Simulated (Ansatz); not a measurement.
`[SiH3]C[SeH]` + `[OH][GaH2]` → `[SiH3][O][GaH2]` + `C[SeH]` at 400 K and 1 bar (ligand exchange at the Si–C bond).

Gas-phase electronic energies from Ansatz, PBE0-D4/def2-TZVP geometries. CBS: MP2 limit from def2 TZ/QZ plus the TZ coupled-cluster correction, frozen cores. For Ga, Se outer-core shells are correlated without core-valence functions, which leaves a few kJ/mol of doubt a bond. Scalar relativity is left out up to krypton. Each species was taken in one conformer, which may not be the lowest.

```json
{"species": "`[SiH3]C[SeH]`", "CCSD(T)/CBS energy (Eh)": "-2731.43590", "H − E (kJ/mol)": "184.8", "S (J/(mol·K))": "349.8"}
{"species": "`[OH][GaH2]`", "CCSD(T)/CBS energy (Eh)": "-2000.92981", "H − E (kJ/mol)": "89.0", "S (J/(mol·K))": "281.3"}
{"species": "`[SiH3][O][GaH2]`", "CCSD(T)/CBS energy (Eh)": "-2291.24790", "H − E (kJ/mol)": "140.3", "S (J/(mol·K))": "359.9"}
{"species": "`C[SeH]`", "CCSD(T)/CBS energy (Eh)": "-2441.15625", "H − E (kJ/mol)": "135.4", "S (J/(mol·K))": "284.5"}
```

H − E and S are ideal-gas, rigid-rotor, harmonic terms from PBE0-D4/def2-TZVP, for one conformer and one mirror image of each species. 1 Eh = 2625.50 kJ/mol, R = 8.31446 J/(mol·K).

Q: By hand: ΔE, ΔH, ΔS and ΔG.

A: ΔE = (-2291.24790) + (-2441.15625) − (-2731.43590) − (-2000.92981) = -0.03844 Eh = -100.9 kJ/mol. Δ(H − E) = 140.3 + 135.4 − 184.8 − 89.0 = 1.9, so ΔH = -99.0 kJ/mol. ΔS = 359.9 + 284.5 − 349.8 − 281.3 = 13.3 J/(mol·K). ΔG = -99.0 − 400 × (13.3)/1000 = -104.3 kJ/mol.

Q: By hand: the equilibrium constant, and the temperature at which ΔG would vanish if ΔH and ΔS stayed fixed.

A: log₁₀ K = −ΔG/(RT ln 10) = 13.6. ΔH and −TΔS have one sign here, so there is no such temperature.

The number of gas molecules stays the same, so ΔS is small and ΔH decides. A doubt of 5 kJ/mol in ΔE shifts log₁₀ K by 0.7 here. Other conformers and mirror images would add mixing entropy, several J/(mol·K) or more a flexible species. These are equilibria of isolated gas molecules and say nothing of rates. Largest T1 diagnostic: 0.015 (customary marks: 0.02 for closed shells, 0.045 for open ones).
